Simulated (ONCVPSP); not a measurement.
Before and after: ONCV potential for gold

| Item | Value |
| --- | --- |
| Element | gold |
| Generator | ONCVPSP 4.0.1 |
| Type | optimised norm-conserving Vanderbilt (ONCV) |
| Functional | PW91 |
| Relativity | fully relativistic |
| Frozen core | [Kr] 4d10 4f14 5s2 |
| Valence charge | 17 |
| Reference configuration | 5p6 5d10 6s0.5 6p0.5 |
| Partial waves | 6s: rc 2.00 bohr, ncon 4, nbas 8, qcut 2.8 1/bohr, 2 projectors, debl 1 Ha; 5p+6p: rc 1.45 bohr, ncon 4, nbas 8, qcut 9.5 1/bohr, 2 projectors; 5d: rc 1.95 bohr, ncon 4, nbas 9, qcut 7.5 1/bohr, 2 projectors, debl 0.6 Ha |
| Local potential | polynomial inside 1.10 bohr (lpopt 4, dvloc0 0 Ha) |
| Core correction | none |

Open shells are filled in proportion to 2j + 1.

All-electron outer shells of the reference configuration (PW91, scalar-relativistic, ld1.x):

```csv
shell,level (eV),outermost node (bohr),outermost maximum (bohr)
5s,-109.66,0.48,0.84
4f,-82.39,–,0.37
5p,-61.05,0.52,0.96
5d,-8.08,0.56,1.21
6s,-6.70,1.11,2.29
6p,-1.38,1.32,3.47
```

Change: all radii scaled by about 1.31 (s 2.62, p 1.90, d 2.54 bohr); local potential polynomial inside 1.44 bohr (lpopt 4, dvloc0 0 Ha).

Cutoffs: the cutoffs (Ha) at which the residual kinetic energy of the hardest occupied pseudo-wave falls to 1 and 0.1 mHa per electron; they do not see the model core or the augmentation charge, which bear on the density cutoff. Errors are all-electron minus pseudo energies relative to the spin-unpolarised reference configuration.

Task: Predict the effect on cutoff, ghosts and configuration errors.

Result: The potential gets softer (32 Ha and 38 Ha → 19 Ha and 25 Ha); both files keep a bound ghost (s); of the 3 tests that both files solve, the error grows in 1 and shrinks in 2 by more than 15 % and 0.3 meV (median size 3.1 → 1.4 meV). A larger radius leaves more room for a smooth pseudo-wave, so fewer plane waves are needed.

```tsv
quantity	base	changed
cutoff, loose	32 Ha	19 Ha
cutoff, tight	38 Ha	25 Ha
loose cutoff by channel	s 5.5 Ha, p 32 Ha, d 20 Ha	s 4.2 Ha, p 19 Ha, d 17 Ha
bound ghosts	s	s
GHOST(+) flags under 300 eV	s at 99.8 eV	none
tests with a reliable result	3 of 4	3 of 4
error for 5p6 5d10 6s1 6p0, meV [ΔE -2.54 eV]	-1.8	-1.4
error for 5p6 5d10 6s0 6p0, meV [ΔE 6.97 eV]	-3.1	-0.8
error for 5p5 5d10 6s1 6p0, meV [ΔE 64.78 eV]	-107	-214
```

 A true bound ghost makes a file unfit for plane-wave use even where its test errors are small: the radial tests pick states by their node count and pass the ghost by.
